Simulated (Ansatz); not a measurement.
Ideal-gas functions of CH₄BrClOSi (`C[Si](O)(Cl)Br`) at 298.15 K and 1 bar, from an Ansatz frequency run at PBE0-D4/def2-TZVP.

Molar mass 175.48 g/mol, point group C1 (symmetry number 1), electronic degeneracy 1, moments of inertia 199.614, 400.878, 461.798 u Å². Harmonic wavenumbers (cm⁻¹, unscaled): 140, 145, 156, 212, 223, 263, 293, 408, 538, 742, 780, 806, 855, 956, 1283, 1440, 1442, 3062, 3151, 3160, 3915.

Use S(trans) = R[1.5 ln M + 2.5 ln T − 1.1517]; rotational temperatures θ = 24.2544 K / I; S(rot) = R[ln(√π/σ · √(T³/θAθBθC)) + 1.5]; for each mode x = 1.438777 ν̃/T, S = R[x/(eˣ − 1) − ln(1 − e⁻ˣ)] and H = RT x/(eˣ − 1); 1 cm⁻¹ = 0.0119627 kJ/mol; R = 8.31446 J/(mol·K).

Problem. By hand: the entropy, in J/(mol·K).

Solution. Translation 173.3. Rotation: θ = 0.1215, 0.0605, 0.0525 K, giving 121.0. Vibration, mode by mode: 11.73, 11.45, 10.87, 8.48, 8.09, 6.87, 6.09, 3.91, 2.38, 1.09, 0.94, 0.85, 0.70, 0.47, 0.12, 0.06, 0.06, 0.00, 0.00, 0.00, 0.00, in all 74.2. Electronic 0.0. Sum 368.5 J/(mol·K).

Problem. By hand: H − E and G − E in kJ/mol, counted from the electronic energy.

Solution. Zero-point energy ½ × 23970 × 0.0119627 = 143.4; thermal vibration 12.6; translation, rotation and pV give 4 RT = 9.9. H − E = 165.9 kJ/mol, and G − E = 165.9 − 298.15 × 368.5/1000 = 56.0 kJ/mol.

Vibration gives 20 % of the entropy, 23.2 J/(mol·K) of it from the modes under 150 cm⁻¹: soft modes count most, and the harmonic formula is weakest for them. The sum counts one conformer and one mirror image; others add a mixing term.
